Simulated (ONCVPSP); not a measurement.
**What one change does to a pseudopotential (I, ONCV)**

```
Element                 : I
Generator               : ONCVPSP 4.0.1
Type                    : optimised norm-conserving Vanderbilt (ONCV)
Functional              : LDA (Perdew-Wang 92)
Relativity              : scalar-relativistic
Frozen core             : [Ar] 3d10
Valence charge          : 25
Reference configuration : 4s2 4p6 4d10 5s2 5p5
Partial waves           : 4s+5s: rc 1.40 bohr, ncon 4, nbas 8, qcut 9.4 1/bohr, 2 projectors; 4p+5p: rc 1.55 bohr, ncon 4, nbas 7, qcut 8.2 1/bohr, 2 projectors; 4d: rc 1.05 bohr, ncon 3, nbas 7, qcut 13.2 1/bohr, 2 projectors, debl 3.1 Ha
Local potential         : polynomial inside 0.75 bohr (lpopt 5, dvloc0 0 Ha)
Core correction         : Teter function, fcfact 3.5, rcfact 1.4
```

Change: s: rc 2.06.

Cutoffs: the cutoffs (Ha) at which the residual kinetic energy of the hardest occupied pseudo-wave falls to 1 and 0.1 mHa per electron; they do not see the model core or the augmentation charge, which bear on the density cutoff. Errors are all-electron minus pseudo energies relative to the spin-unpolarised reference configuration.

**Question.** Predict the effect on cutoff, ghosts and configuration errors.

**Answer.** The potential gets neither clearly harder nor softer (58 Ha and 68 Ha → 58 Ha and 68 Ha); the d channel sets the loose cutoff, while the largest relative change is in s, which becomes softer; the lowest positive-energy flag moves from s at 65.3 eV to s at 13.0 eV; of the 4 tests that both files solve, the error grows in 0 and shrinks in 3 by more than 15 % and 0.3 meV (median size 12.4 → 9.2 meV); neither file shows a bound ghost. That the errors move this way runs against the usual rule that smaller radii transfer better.

| quantity | base | changed |
| --- | --- | --- |
| cutoff, loose | 58 Ha | 58 Ha |
| cutoff, tight | 68 Ha | 68 Ha |
| loose cutoff by channel | s 32 Ha, p 27 Ha, d 58 Ha | s 18 Ha, p 27 Ha, d 58 Ha |
| bound ghosts | none | none |
| GHOST(+) flags under 300 eV | s at 65.3 eV | s at 13.0 eV |
| error for 4s2 4p6 4d10 5s2 5p4, meV [ΔE 11.30 eV] | -2.9 | -2.8 |
| error for 4s2 4p6 4d10 5s2 5p3, meV [ΔE 31.36 eV] | -8.3 | -6.9 |
| error for 4s2 4p6 4d10 5s2 5p2, meV [ΔE 60.97 eV] | -17 | -11 |
| error for 4s2 4p5 4d10 5s2 5p5, meV [ΔE 136.18 eV] | -110 | -51 |
| p: phases at 1.57 bohr within 0.05 rad from the reference energy up to (Ha; the scan ends near 5) | to the end of the scan | to the end of the scan |
| d: phases at 1.07 bohr within 0.05 rad from the reference energy up to (Ha; the scan ends near 5) | to the end of the scan | to the end of the scan |
| rms error of d²Exc/dni dnj with the model core, mHa | 0.62 | 1.14 |
